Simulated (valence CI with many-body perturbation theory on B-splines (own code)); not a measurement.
Values are calculated unless marked as measured or tabulated.
**Xe XLVII: magnetic and hyperfine properties of the levels**

Method: configuration interaction combined with many-body perturbation theory (CI+MBPT): six valence electrons over a frozen Dirac-Fock core [He], a basis of 9 s, 9 p, 8 d, 6 f, 3 g, 1 h functions for each j, with the one-electron correlation potential Σ1, the two-electron term Σ2, the three-electron term Σ3, Breit, model QED; selected CI, second order for the rest, scaled by the run's own slope (own B-spline code, finite nucleus).

No measured spectrum was set against this ion. As an estimate, large intervals hold to a few tenths of a per cent, small ones and those within an open d or f shell to about a per cent. Among the levels kept, up to 2500 cm⁻¹ of a level comes from second order outside the variational space, and about a tenth of that is noise between levels of different J, which matters for small intervals.

A/g_I is the dipole constant over the nuclear g factor μ/I (μ in nuclear magnetons, uniformly magnetised nucleus), B/Q the quadrupole constant per barn. Both hold the static response of the core; the bare values leave it out. Large factors of s and p1/2 electrons are usually good to 5 to 10 %; those of open d and f shells near neutrality can be off by tens of per cent, and small factors of p3/2, d and f electrons come from cancelling terms and can be off by a factor of two or in sign, in half-filled shells by more. B is blank for J = 1/2, where it vanishes, and for nearly pure S terms. Energies count from the lowest level. Levels with J = 0 are left out.

Levels are named by their leading jj configuration (3d3/2^4 stands for four electrons in 3d with j = 3/2), which in mixed levels can hold well under half, so a name can repeat and another be missing. Letters in brackets count levels of one name in rising energy.

```csv
Level,E (eV),g,A/g_I (MHz),A/g_I bare,B/Q (MHz/b),B/Q bare
(2s^2 2p1/2^2 2p3/2^2) J=2,0.0,1.334,288000,297000,68500,68600
(2s^2 2p1/2 2p3/2^3) J=1,334.1,1.485,-122000,-109000,-280000,-280000
(2s^2 2p1/2 2p3/2^3) J=2,350.7,1.129,714000,717000,-630000,-632000
(2s 2p1/2^2 2p3/2^3) J=2,594.2,1.482,1730000,1720000,-557000,-559000
(2s 2p1/2^2 2p3/2^3) J=1,647.3,1.211,-1100000,-1060000,-162000,-162000
(2s 2p1/2 2p3/2^4) J=1,968.0,1.249,3960000,3910000,-115000,-115000
(2s^2 2p1/2^2 2p3/2 3s) J=2,4455.1,1.524,635000,638000,524000,525000
(2s^2 2p1/2^2 2p3/2 3s) J=1,4461.6,1.188,-63600,-48200,273000,274000
(2s^2 2p1/2^2 2p3/2 3p1/2) J=1,4531.4,1.509,219000,231000,260000,260000
(2s^2 2p1/2^2 2p3/2 3p1/2) J=2,4533.2,1.200,350000,356000,508000,509000
(2s^2 2p1/2^2 2p3/2 3p3/2) J=3,4627.0,1.347,182000,188000,668000,670000
(2s^2 2p1/2^2 2p3/2 3p3/2) J=1,4627.1,1.379,180000,186000,-263000,-263000
(2s^2 2p1/2^2 2p3/2 3p3/2) J=2,4645.7,1.323,187000,193000,32400,32500
(2s^2 2p1/2^2 2p3/2 3d3/2) J=2,4710.0,1.034,164000,168000,-5070,-5050
(2s^2 2p1/2^2 2p3/2 3d3/2) J=3,4715.5,1.123,160000,164000,493000,494000
(2s^2 2p1/2^2 2p3/2 3d3/2) J=1,4718.0,1.130,160000,164000,-215000,-216000
(2s^2 2p1/2^2 2p3/2 3d5/2) J=4,4737.2,1.259,116000,120000,531000,533000
(2s^2 2p1/2^2 2p3/2 3d5/2) J=2,4744.7,1.258,43000,44200,-361000,-361000
(2s^2 2p1/2^2 2p3/2 3d5/2) J=3,4756.5,1.190,114000,117000,-44600,-44500
(2s^2 2p1/2^2 2p3/2 3d5/2) J=1,4763.7,1.027,-174000,-181000,58600,58800
(2s^2 2p1/2 2p3/2^2 3s) J=2 [a],4775.6,1.578,368000,373000,92000,92100
(2s^2 2p1/2 2p3/2^2 3s) J=1 [a],4783.5,1.304,-465000,-446000,23900,23900
(2s^2 2p1/2 2p3/2^2 3s) J=3,4797.1,1.313,798000,799000,-6050,-6070
(2s^2 2p1/2 2p3/2^2 3s) J=2 [b],4802.0,1.040,486000,493000,-23200,-23200
(2s^2 2p1/2 2p3/2^2 3s) J=1 [b],4830.7,1.316,1830000,1810000,-12600,-12600
(2s^2 2p1/2 2p3/2^2 3p1/2) J=1 [a],4850.2,1.643,-180000,-164000,37500,37500
(2s^2 2p1/2 2p3/2^2 3p1/2) J=2 [a],4857.4,1.211,331000,337000,14100,14100
(2s^2 2p1/2 2p3/2^2 3p1/2) J=3,4872.6,1.101,622000,624000,-13800,-13800
(2s^2 2p1/2 2p3/2^2 3p1/2) J=2 [b],4895.7,1.323,432000,439000,51300,51400
(2s^2 2p1/2 2p3/2^2 3p1/2) J=1 [b],4902.1,0.656,1270000,1260000,-3770,-3780
(2s^2 2p1/2 2p3/2^2 3p3/2) J=3 [a],4944.4,1.396,83100,89800,258000,259000
(2s^2 2p1/2 2p3/2^2 3p3/2) J=2 [a],4947.0,1.419,-46300,-37700,36900,37000
```

Problem. Take the isotope of mass number 131, with I = 3/2, μ = 0.69185 μN and Q = -0.114 b. What is the hyperfine structure of (2s 2p1/2^2 2p3/2^3) J=2?

Solution. From the table A = 799000 MHz, B = 63600 MHz. Shifts from the centre of gravity in MHz: F = 1/2: -3540000, F = 3/2: -2400000, F = 5/2: -439000, F = 7/2: 2410000.
